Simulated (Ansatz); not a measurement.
CH₃AlFI, SMILES `F[CH2][AlH][I]`. Total charge 0; spin multiplicity 1. I takes the def2 core potential.

```tsv
atom	x (Å)	y (Å)	z (Å)
F1	-1.853	-0.151	-0.271
C2	-0.647	0.501	-0.498
Al3	0.884	-0.342	0.428
I4	0.510	-2.337	1.823
H5	-0.761	1.547	-0.183
H6	-0.474	0.530	-1.583
H7	2.341	0.251	0.284
```

Q: What are the harmonic wavenumbers in cm⁻¹ at PBE0-D4/def2-TZVP (Ansatz, finite differences of forces, unscaled)? (Estimate.)

A: Computed: 64, 71, 293, 352, 367, 546, 643, 684, 1062, 1242, 1273, 1448, 1948, 3008, 3052.

Q: Is this a minimum?

A: Yes, all 15 modes are real.

Q: Give the ideal-gas thermochemistry at 298.15 K and 1 bar (rigid rotor, harmonic oscillator; point group Cs, symmetry number 1).

A: Zero-point energy 96.0 kJ/mol; H(298) − E = 114.4 kJ/mol; entropy 348.3 J/(mol·K), of which translation 174.2, rotation 117.3, vibration 56.8; G(298) − E = 10.6 kJ/mol. Modes under 100 cm⁻¹ are hindered rotations or soft bends, so the harmonic entropy is rough.

Q: Rotational constants (cm⁻¹)?

A: 0.2251, 0.04015, 0.03429.
